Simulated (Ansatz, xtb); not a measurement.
H7SSiSn+: 3 structures ranked

3 gas-phase structures of H7SSiSn+, found in a search over its isomers (lower ones may exist). Each was relaxed with GFN2-xTB:

A. `[SiH3][SnH2][SH2+]`, a singlet
B. `[SH2+][SiH2][SnH3]`, a singlet
C. `[SiH3][SH+][SnH3]`, a singlet

Q: Make a reasoned guess at their ranking by r2SCAN-D4/def2-SVP single-point energy.

A: Calculated order at r2SCAN-D4/def2-SVP: C (0.0), A (22.5), B (69.0) kJ/mol.

Energies above the lowest of each column, in kJ/mol; the last columns are at PBE0-D3(BJ)/def2-SVP geometries:

```json
{"structure": "C", "GFN2-xTB": "0.0", "HF/STO-3G": "0.0", "r2SCAN-D4/def2-SVP": "0.0", "PBE0-D3(BJ)/def2-SVP": "0.0", "CCSD(T)/def2-SVP + ΔMP2/def2-TZVPP": "0.0"}
{"structure": "A", "GFN2-xTB": "7.7", "HF/STO-3G": "99.8", "r2SCAN-D4/def2-SVP": "22.5", "PBE0-D3(BJ)/def2-SVP": "17.1", "CCSD(T)/def2-SVP + ΔMP2/def2-TZVPP": "23.4"}
{"structure": "B", "GFN2-xTB": "92.3", "HF/STO-3G": "89.8", "r2SCAN-D4/def2-SVP": "69.0", "PBE0-D3(BJ)/def2-SVP": "66.5", "CCSD(T)/def2-SVP + ΔMP2/def2-TZVPP": "70.4"}
```

Every level run on C puts it lowest or level with the lowest. Flexible structures stand in one conformer each, not always the lowest. Atoms past krypton carry core potentials in the def2 sets, without spin–orbit terms. ΔMP2 is the change of the MP2 energy from the smaller to the larger basis.

Programs: Ansatz 0.2.0, xtb 6.7.1.
